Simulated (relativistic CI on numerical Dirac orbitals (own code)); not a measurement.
# The 46-electron sequence from Pd to Pm15+

Method of calculation: Dirac-Coulomb-Breit CI, orbitals from a KLI potential per configuration, a model potential for QED, valence Slater integrals scaled by 0.9, P86 correlation energy added to each configuration (own radial code, finite nucleus).

Configuration list (outside the closed core [Ar] 3d10): 4s2.4p6.4d10, 4s2.4p6.4d9.4f, 4s2.4p6.4d9.5s, 4s2.4p6.4d9.5p, 4s2.4p5.4d10.4f, 4s2.4p6.4d9.5d, 4s.4p6.4d10.4f. Double excitations out of closed p, d and f shells are left out; levels of such configurations are missing from the list, as are those of other unlisted configurations, and high levels can miss mixing partners.

Energies above each ion's lowest level, in eV. Levels are followed by their leading LS label, which can pass from one level to another where the coupling changes.

| Ion | 4s2.4p6.4d10 1S_0 | 4s2.4p6.4d9.5s 3D_3 | 4s2.4p6.4d9.5s 3D_2 | 4s2.4p6.4d9.5s 3D_1 | 4s2.4p6.4d9.5s 1D_2 |
| --- | --- | --- | --- | --- | --- |
| Pd | 0 | 0.45536 | 0.63514 | 0.87404 | 1.2662 |
| Ag+ | 0 | 4.9249 | 5.1448 | 5.4697 | 5.8918 |
| Cd2+ | 0 | 10.338 | 10.596 | 11.029 | 11.461 |
| In3+ | 0 | 16.548 | 16.841 | 17.405 | 17.84 |
| Sn4+ | 0 | 23.475 | 23.801 | 24.518 | 24.955 |
| Sb5+ | 0 | 31.07 | 31.428 | 32.322 | 32.76 |
| Te6+ | 0 | 39.301 | 39.688 | 40.784 | 41.225 |
| I7+ | 0 | 48.143 | 48.558 | 49.883 | 50.327 |
| Xe8+ | 0 | 57.578 | 58.02 | 59.602 | 60.051 |
| Cs9+ | 0 | 67.592 | 68.06 | 69.928 | 70.383 |
| Ba10+ | 0 | 78.172 | 78.666 | 80.851 | 81.311 |
| La11+ | 0 | 89.306 | 89.825 | 92.36 | 92.828 |
| Ce12+ | 0 | 100.99 | 101.53 | 104.45 | 104.92 |
| Pr13+ | 0 | 113.2 | 113.77 | 117.11 | 117.59 |
| Nd14+ | 0 | 125.95 | 126.54 | 130.33 | 130.82 |
| Pm15+ | 0 | 139.21 | 139.82 | 144.11 | 144.62 |

The lowest level keeps the configuration 4s2.4p6.4d10 and J = 0 throughout.

Between Z = 58 and 61 the energy of 4s2.4p6.4d9.5s 3D_3 follows a local power law Z^6.4. For orientation: electrostatic splittings inside a shell grow about linearly with the screened charge, excitations that change n as its square, and fine structure as its fourth power; written in Z itself the exponents are larger, since the screened charge grows faster in proportion.

The members near neutrality are the least accurate: they can be off by several eV, miss lower levels of configurations outside the list, or start from a wrong lowest level.
